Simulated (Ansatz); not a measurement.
Reaction (formal exchange of groups at a Te–Si bond): `O[SiH]([SiH3])[TeH]` + `NCF` → `NC(F)[TeH]` + `O[SiH2][SiH3]`

Calculated with Ansatz (gas phase, PBE0-D4/def2-TZVP geometries, no zero-point term in ΔE). CBS: MP2 limit from def2 TZ/QZ plus the TZ coupled-cluster correction, frozen cores. Functionals use def2-TZVPP. B3LYP here is the variant with VWN-RPA as its local correlation; programs differ in this. HSE06 is defined as in plane-wave codes. def2 core potentials past Kr. For Te outer-core shells are correlated without core-valence functions, which leaves a few kJ/mol of doubt a bond. Each species was taken in one conformer, which may not be the lowest.

| level | ΔE (kcal/mol) | difference from CCSD(T)/CBS |
| --- | --- | --- |
| LDA (SPW92) | 30.4 | -1.9 |
| PBE-D4 | 31.1 | -1.2 |
| r2SCAN-D4 | 31.4 | -0.9 |
| r2SCANh-D4 | 32.1 | -0.2 |
| HSE06-D4 | 32.9 | 0.6 |
| BHLYP-D4 | 33.3 | 1.0 |
| ωB97X-V | 31.5 | -0.8 |
| B2PLYP | 31.2 | -1.1 |
| revPBE | 30.4 | -1.9 |
| B3LYP | 30.1 | -2.2 |
| r2SCAN0 | 32.8 | 0.5 |
| CAM-B3LYP | 30.4 | -1.9 |
| CCSD/def2-SVP | 32.5 | 0.2 |
| SCS-MP2/def2-TZVPP | 31.7 | -0.6 |
| MP2/def2-QZVPP | 33.4 | 1.1 |
| MP2/CBS(def2) | 33.8 | 1.5 |
| CCSD(T)/CBS | 32.3 | 0 |

Largest T1 diagnostic among the species: 0.012.

The D4 term adds +0.9 kcal/mol with B3LYP and +0.6 kcal/mol with PBE0; it sums over pairs of atoms, weighted by their polarisabilities, and B3LYP, whose exchange is more repulsive, gets the larger term. From BLYP to BHLYP (50 % exact exchange), in def2-TZVPP and without D4, ΔE moves by +3.3 kcal/mol. Leaving LDA and LC-ωPBE aside and taking each functional with its dispersion term where it has one, the values, not all of them listed here, spread over 4.3 kcal/mol, from BLYP-D4 to PBE-QIDH.
